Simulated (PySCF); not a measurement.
CH₄SZn, SMILES [CH3][Zn][SH]. Heavy atoms are numbered as in [Zn:1]([CH3:2])[SH:6]. Hydrogens are named by the atom that carries them.

Geometry optimised at B3LYP-D3(BJ)/def2-SVP. Other conformers were not sampled.

Level of theory: PBE0/pcSseg-1 run with PySCF.

GIAO shieldings, no solvent; atoms alike by connectivity are averaged. δ = σ(ref) − σ: ¹³C against TMS (σ = 186.3 ppm); ¹H against TMS (σ = 31.56 ppm); ³³S against H2S (σ = 716.7 ppm), references at their B3LYP-D3(BJ)/def2-TZVP geometries, non-relativistic.

```json
[
 {"nucleus": "¹³C", "atoms": "C2 (CH3)", "count": "1", "δ (ppm)": "-10.9"},
 {"nucleus": "¹H", "atoms": "H on C2", "count": "3", "δ (ppm)": "0.24"},
 {"nucleus": "¹H", "atoms": "H on S6", "count": "1", "δ (ppm)": "-0.23"},
 {"nucleus": "³³S", "atoms": "S6 (SH)", "count": "1", "δ (ppm)": "-63.0"}
]
```
